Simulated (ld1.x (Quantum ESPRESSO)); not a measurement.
## gold, RRKJ: configuration errors across variants

gold (Au), norm-conserving RRKJ (Kleinman–Bylander form), made with ld1.x (Quantum ESPRESSO) 7.5 (PBE, fully relativistic). Core [Xe] 4f14, reference 5d10 6s0 6p0 (charge +1). Waves: 6p (bound, empty): rc 2.20 bohr; 5d (bound): rc 1.70 bohr; 6s (bound, empty): rc 1.90 bohr. Local part: the s channel. Core correction: none.

Open shells are filled in proportion to 2j + 1 (rel_dist='average').

All-electron excitation energies from the reference (eV): (1) 5d10 6s1 6p0 -9.427; (2) 5d9 6s0 6p0 21.228; (3) 5d8 6s0 6p0 55.106; (4) 5d9 6s2 6p0 -7.715; (5) 5d7 6s0 6p0 102.799; (6) 5d9 6s1 6p1 -1.977; (7) 5d10 6s0.5 6p0 -5.645.

2 further variants failed, have other tests or another functional or relativity, and are left out.

A true bound ghost makes a file unfit for plane-wave use even where its test errors are small: the radial tests pick states by their node count and pass the ghost by.

Errors AE − PS in meV (a dash: test not solved or not reliable):

```csv
change,(1),(2),(3),(4),(5),(6),(7),bound ghosts
base,+9.4,-50,-259,-53,-696,-66,+3.0,none
wave 5d (bound): rc 1.70 bohr becomes 5d (bound): rc 2.00 bohr,+11,-48,-242,-39,-634,-55,+3.4,none
core correction a·sin(br)/r model core inside 1.50 bohr,-9.1,-73,-376,-102,-1022,-97,-2.5,none
type TM; local potential all-electron potential smoothed inside 1.60 bohr (lloc = -1),+8.9,-8.9,-67,-36,-231,-42,+3.0,"s, p3/2, p1/2"
```

(1) Give the same row for: wave 6s (bound): rc 1.90 bohr becomes 6s (bound): rc 1.96 bohr.

Results:

(1) +7.5, -53, -274, -68, -731, -74, +2.5; bound ghosts: none.
